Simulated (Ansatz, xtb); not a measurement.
Stretching the Se4–H5 bond in H3InSe (SMILES [SeH][InH2]) (multiplicity 1 held, fragments rigid). Energies count from the point at 1.472 Å.
Geometry at that point (charge 0, multiplicity 1):
```xyz
5

In     0.22340     0.01840    -0.98952
H     -1.02239    -0.56246    -2.02010
H      1.78076     0.62095    -1.39332
Se    -0.37151    -0.04334     1.47105
H      0.92644     0.51361     1.88448
```

Restricted levels (R-, RO-) in cc, def2 and unpolarised 6-31G sets keep to the state of the molecule at rest. U- levels take the lowest unrestricted solution at each point, which mixes spins at long bonds. Active spaces are followed from a long bond inwards. Levels need not reach the same state.

Correlated levels freeze the cores. Filled d and f shells under p-block atoms count as core.

Programs: Ansatz (Gaussian orbitals); xtb for the GFN methods.  In def2 rows elements past Kr take small-core potentials, without spin–orbit coupling. The GFN methods have no spin term and hold the electronic entropy of 300 K.

Energies in eV.

| R (Å) | GFN2-xTB | U-MP2/def2-SVP | R-SCS-MP2/def2-SVP | U-CCSD/def2-SVP | FIC-MRCISD on CASSCF(4,3)/def2-SVP | FIC-MRCISD+Q on CASSCF(4,3)/def2-SVP |
|---|---|---|---|---|---|---|
| 1.177 | 1.06 | 1.56 | 1.57 | 1.58 | 1.60 | 1.59 |
| 1.324 | 0.13 | 0.28 | 0.29 | 0.30 | 0.30 | 0.30 |
| 1.472 | 0.00 | 0.00 | 0.00 | 0.00 | 0.00 | 0.00 |
| 1.619 | 0.15 | 0.22 | 0.21 | 0.20 | 0.19 | 0.19 |
| 1.766 | 0.41 | 0.68 | 0.66 | 0.62 | 0.59 | 0.60 |
| 1.987 | 0.87 | 1.75 | 1.46 | 1.38 | 1.31 | 1.32 |
| 2.207 | 1.36 | 2.60 | 2.24 | 2.12 | 1.96 | 1.98 |
| 2.575 | 2.11 | 3.12 | 3.30 | 2.96 | 2.73 | 2.75 |
| 2.943 | 2.69 | 3.27 | 4.00 | 3.27 | 3.12 | 3.14 |
| 3.385 | 3.15 | 3.33 | 4.39 | 3.36 | 3.30 | 3.33 |
| 3.973 | 3.46 | 3.35 | 4.30 | 3.38 | 3.36 | 3.39 |
| 4.709 | 3.60 | 3.35 | 3.56 | 3.38 | 3.38 | 3.41 |

Doubts at one or more of the structures used: a spin-contaminated determinant (U-MP2/def2-SVP, U-CCSD/def2-SVP); a restricted determinant that unrestricted orbitals would lower (R-SCS-MP2/def2-SVP); T1 above 0.05 (U-CCSD/def2-SVP); active orbitals that take no part (FIC-MRCISD on CASSCF(4,3)/def2-SVP, FIC-MRCISD+Q on CASSCF(4,3)/def2-SVP).

Ansatz is an electronic-structure program.
